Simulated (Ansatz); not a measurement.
Consider the redistribution: `[SiH3][InH2]` + `[SiH3][SiH2]S` → `[SiH3][SiH2][InH2]` + `[SiH3]S`.

Computed with Ansatz on PBE0-D4/def2-TZVP structures; ΔE is electronic, products minus reactants. CCSD(T)/CBS is the MP2 limit (def2-TZVPP, def2-QZVPP) plus CCSD(T) − MP2 in def2-TZVPP, frozen cores. Functionals use def2-TZVPP. def2 core potentials past Kr. For In outer-core shells are correlated without core-valence functions, which leaves a few kJ/mol of doubt a bond. One conformer a species, not always the lowest.

```csv
species,revPBE-D4 energy (Eh)
`[SiH3][InH2]`,-482.60788
`[SiH3][SiH2]S`,-980.65854
`[SiH3][SiH2][InH2]`,-773.26472
`[SiH3]S`,-690.00519
```

Task: Work out ΔE.

Result: ΔE = (-773.26472) + (-690.00519) − (-482.60788) − (-980.65854) = -0.00349 Eh = -2.2 kcal/mol. CCSD(T)/CBS gives -2.7 kcal/mol.

Largest T1 diagnostic among the species: 0.014.

Leaving LDA and LC-ωPBE aside and taking each functional with its dispersion term where it has one, the values, not all of them listed here, spread over 0.7 kcal/mol, from PBE-QIDH to CAM-B3LYP-D4.
